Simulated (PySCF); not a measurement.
**Ionisation energy of Be+ by level of theory**

Be+ [He] 2s1 (2S) → Be(2+) 1s2 (1S), as a difference of total energies. All numbers are calculated (PySCF 2.14, no relativity, point nucleus, in pcseg-2 (4s2p1d, 15 functions)). The calculations carry no spin-orbit coupling.

```tsv
method	ionisation energy (eV)
UHF	18.118
MN15	18.011
PBE0	18.435
```

Question: Which method comes closest to the reference value, and which is furthest?

Answer: The reference is 18.211 eV (measured; NIST Atomic Spectra Database, ionization energies). Closest: UHF (error -0.093 eV); furthest: PBE0 (error 0.224 eV).
